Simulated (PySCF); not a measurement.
CH5S, SMILES C[SH2+], charge +1.

The structure is a stationary point at B3LYP-D3(BJ)/def2-TZVP. The isomer is the one that the SMILES or the coordinates give; other isomers of the formula were not compared.

These are TDDFT-PBE/def2-TZVPD (PySCF) values and carry that method's errors.

Vertical excitations. The molecule is in vacuum. State labels are in the subgroup Cs.

```tsv
state	symmetry	energy (eV)	λ (nm)	f	main pairs
S1	A'	8.02	155	0.029	HOMO→LUMO 93 %
S2	A"	8.11	153	0.023	HOMO→LUMO+1 95 %
S3	A'	8.84	140	0.024	HOMO→LUMO+2 97 %
S4	A"	8.91	139	0.001	HOMO−1→LUMO 97 %
S5	A'	9.08	137	0.022	HOMO−1→LUMO+1 94 %
S6	A"	9.34	133	0.000	HOMO−2→LUMO+1 98 %
S7	A'	9.70	128	0.048	HOMO−2→LUMO 81 %
S8	A"	10.00	124	0.008	HOMO−1→LUMO+2 99 %
S9	A'	10.54	118	0.031	HOMO−2→LUMO+2 63 %, HOMO−3→LUMO 23 %, HOMO→LUMO+3 10 %
S10	A'	10.80	115	0.027	HOMO→LUMO+3 79 %
T1	A'	6.92	179	0	HOMO→LUMO 97 %
T2	A"	6.97	178	0	HOMO→LUMO+1 97 %
T3	A'	8.29	150	0	HOMO→LUMO+2 80 %
T4	A"	8.48	146	0	HOMO−1→LUMO 99 %
```
Triplets are in the Tamm–Dancoff approximation, which puts them higher than full response would, so one can lie above its singlet here.
